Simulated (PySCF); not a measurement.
## Deuteron quadrupole couplings in `C=C(C)C1CCC1`

Compound: C7H12.
Geometry (GFN2-xTB, Å), atoms numbered from 1 in this order:
```xyz
19
C7H12 angstrom
C     -1.143    1.240    1.415
C     -1.049    0.232    0.563
C     -2.248   -0.341   -0.131
C      0.243   -0.454    0.232
C      0.653   -0.518   -1.256
C      2.098   -0.216   -0.841
C      1.588    0.232    0.535
H     -0.289    1.641    1.932
H     -2.090    1.702    1.639
H     -2.348   -1.400    0.108
H     -3.156    0.174    0.169
H     -2.140   -0.257   -1.212
H      0.220   -1.462    0.659
H      0.478   -1.461   -1.771
H      0.214    0.293   -1.833
H      2.622    0.535   -1.429
H      2.711   -1.114   -0.787
H      2.134   -0.132    1.403
H      1.492    1.313    0.599
```

Level: PBE0/pcSseg-1 (PySCF, non-relativistic); Q(2H) = 0.00286 b; rigid geometry, the same for H and D, with no vibrational averaging.

Question: Rank these positions by the coupling χzz of a deuteron there, largest first.
A. H13 (methine hydrogen)
B. H11 (methyl hydrogen)
C. H8 (vinylic hydrogen)

Answer: C (229 kHz), B (213 kHz), A (202 kHz).

Q: Give the electric field gradient Vzz (the principal value of largest size), its asymmetry and the 2H coupling at each hydrogen.

A: 
```
atom  bonded to  bond length (Å)  Vzz (au)     η  χzz (kHz)
  H8         C1            1.076    0.3407  0.06        229
  H9         C1            1.077    0.3392  0.06        228
 H10         C3            1.090    0.3120  0.03        210
 H11         C3            1.087    0.3166  0.03        213
 H12         C3            1.089    0.3126  0.02        210
 H13         C4            1.095    0.3001  0.04        202
 H14         C5            1.088    0.3155  0.00        212
 H15         C5            1.089    0.3117  0.01        209
 H16         C6            1.088    0.3149  0.00        212
 H17         C6            1.088    0.3131  0.01        210
 H18         C7            1.088    0.3160  0.00        212
 H19         C7            1.087    0.3132  0.01        210
```

Q: How does χzz go with the bond length over the 12 C–H bonds?

A: A straight-line fit has a slope of -14.7 kHz for each 0.01 Å, with a correlation coefficient of -0.99, over lengths from 1.076 to 1.095 Å. The longer bonds have the smaller couplings here.

Q: A static deuteron (I = 1) shows a doublet split by (3/2)χ, (3/4)χ(1 + η) and (3/4)χ(1 − η) with the field along z, y and x of the gradient. What are these for H8?

A: With |χ| = 229.0 kHz and η = 0.061: 343, 182 and 161 kHz, to first order and without motion.

Isolated species at its GFN2-xTB geometry (one conformer only). GFN2-xTB bond lengths can be off by several hundredths of an ångström, more for odd bonds, and the gradients follow them. With so small a basis the couplings can be 20 % off.
